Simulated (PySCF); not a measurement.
Constitutional and geometric isomers with formula CH6OSi2. Isolated molecules, 0 K electronic values unless said otherwise. One relaxed conformer stands for each flexible species; it need not be the lowest. Strings in code marks are SMILES.

Quantity: vertical ionisation energy (energy after one electron is removed minus that of the parent at the parent's geometry), in eV.

Case: `C=[SiH]O[SiH3]` (C–Si–O–Si torsion 1°). Geometry of `C=[SiH]O[SiH3]` (neutral, multiplicity 1, Å):

```xyz
10

C      2.0717     0.0715     0.3851
Si     0.9831     0.0300    -0.9081
O     -0.6346    -0.0342    -0.7855
Si    -1.8965    -0.0643     0.2781
H      1.7848     0.0558     1.4276
H      3.1351     0.1135     0.1848
H      1.3619     0.0474    -2.3254
H     -1.6549    -1.0935     1.3131
H     -2.0336     1.2624     0.9176
H     -3.1170    -0.3885    -0.4872
```

Q: Predict the vertical ionisation energy (energy after one electron is removed minus that of the parent at the parent's geometry) from TPSSh-D3(BJ)/def2-TZVP // B3LYP-D3(BJ)/def2-TZVP (PySCF).

A: 8.20 eV.
